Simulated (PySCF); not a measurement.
Compound: C4H11N2PSi.
Cartesian coordinates in Å at the PBE0-D3(BJ)/def2-SVP level; atoms count from 1:
```xyz
19
C4H11N2PSi angstrom
C     -1.3660   -1.6432    0.3692
N     -1.1930   -0.3186   -0.1827
C     -2.4035    0.3600   -0.5668
P      0.3243    0.3575   -0.3326
N      1.3880   -0.6520    0.1624
Si     3.0868   -0.6361    0.3087
C      0.3373    2.1117   -0.3116
C      0.4337    1.6052   -1.5596
H     -1.9914   -1.6108    1.2798
H     -1.8581   -2.3113   -0.3604
H     -0.3834   -2.0569    0.6254
H     -2.9452   -0.2038   -1.3479
H     -3.0841    0.4786    0.2959
H     -2.1877    1.3601   -0.9638
H      3.5631   -1.9726    0.7820
H      3.7932   -0.3474   -0.9878
H      3.5864    0.3854    1.2929
H      0.3261    3.1006    0.1578
H      0.5414    1.9888   -2.5792
```

The closed-shell ground state was solved at several levels (PySCF, density fitting, gas phase, non-relativistic).

```tsv
level	basis functions	HOMO (eV)	LUMO (eV)	gap (eV)	dipole (D)
PBE0/pcSseg-1	205	-6.67	-0.91	5.76	4.50
B3LYP/def2-SVPD	256	-6.44	-1.22	5.22	4.54
```

(1) Estimate the row for KT2/pcSseg-1, a basis of 205 functions; the other rows only guide the guess.

(2) Over all these levels, which gives the widest orbital gap and which the narrowest?

(3) How far do the dipole and the HOMO energy spread over the levels?

## Answers

(1) HOMO -5.52 eV, LUMO -1.87 eV, gap 3.65 eV, dipole 4.28 D.

(2) PBE0/pcSseg-1 (global hybrid, 25 % exact exchange) has the widest, 5.76 eV, and KT2/pcSseg-1 (GGA) the narrowest, 3.65 eV. The two share the basis. From the narrowest to the widest the HOMO moves by -1.15 eV and the LUMO by +0.96 eV.

(3) The dipole runs from 4.28 to 4.54 D (mean 4.44 D) and the HOMO from -6.67 to -5.52 eV.

One conformer stands for the species.
